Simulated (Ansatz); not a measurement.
Frontier orbitals of C₃H₉FS₃Sn, SMILES `C[S][Sn]([F])([S]C)[S]C`.

Z-matrix (Å, degrees):
```
C
S 1 1.821
H 1 1.090 2 111.4
H 1 1.090 2 111.4 3 -123.1
H 1 1.090 2 106.1 3 118.4
Sn 2 2.384 1 97.5 3 61.6
S 6 2.371 2 112.9 1 -63.8
S 6 2.371 2 112.9 1 63.9
F 6 1.927 2 100.9 1 -180.0
C 7 1.821 6 98.3 2 -52.0
C 8 1.821 6 98.3 2 51.8
H 10 1.089 7 110.9 6 -69.7
H 10 1.090 7 105.9 6 171.8
H 10 1.090 7 111.4 6 53.4
H 11 1.090 8 105.9 6 -171.7
H 11 1.090 8 111.4 6 -53.3
H 11 1.089 8 110.9 6 69.8
```

The species carries charge 0 and has multiplicity 1. Correlated methods include outer-core shells of Sn, which these sets cover unevenly. Sn: def2 effective core potential. The geometry is a stationary point of PBE0-D4/def2-TZVP. It is one conformer, not always the lowest. Basis def2-TZVPP, the Gaussian-basis code of Ansatz.

Orbital energies of one run (eV). Highest occupied ones, from the top: -6.32, -6.38, -6.55, -7.53, -7.71, -8.90, -9.27, -9.44, -9.66, -9.84, -10.37, -11.03, -11.12, -11.21. Empty: -2.27, -1.10, -0.72, -0.43, 0.36, 0.75.

Problem. Which functional gave them?
A. PBE
B. B97M-V
C. LC-ωPBE
D. r2SCANh

Solution. B. HOMO energies: B97M-V -6.32, PBE -5.96, LC-ωPBE -9.94, r2SCANh -6.69 eV.

LC-ωPBE has ω = 0.4 bohr⁻¹.
